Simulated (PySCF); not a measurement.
F₆Si, charge -2, singlet, at a GFN2-xTB geometry (in this run its highest filled SCF level lies above zero, so its values depend strongly on the basis, on diffuse functions most of all), with bond 1-2 at 1.6 times its length. Base run: B3LYP/6-31G in PySCF.

Geometry (Å):
```xyz
7

F      0.6382    -2.6469    -0.2634
Si     0.0000     0.0000     0.0000
F      1.1750     0.4003    -1.1756
F     -1.1750    -0.4003     1.1756
F      1.1761     0.1611     1.2304
F     -0.3988     1.6543     0.1646
F     -1.1761    -0.1611    -1.2304
```
Charge -2, spin multiplicity 1.
All else is at PySCF's defaults.
Base energy -888.56296 Eh.

The base run was repeated with changes; each row names its change, and settings that it needs were set with it.

```csv
change,ΔE vs base (µEh),SCF cycles
base,0.0,10
level_shift = 0.1 (with mf.max_cycle = 100),0.0,10
conv_tol = 1e-4,21.1,7
conv_tol = 1e-7,0.0,9
diis_space = 4,0.0,11
solver = newton,0.0,-
diis = off; damp = 0.6 (with mf.diis_start_cycle = 200; with mf.max_cycle = 150),0.0,18
level_shift = 0.3 (with mf.max_cycle = 100),0.0,13
init_guess = 1e,0.0,15
init_guess = vsap,0.0,9
diis_space = 2,0.0,21
init_guess = sap,0.0,9
conv_tol = 1e-11,0.0,11
```
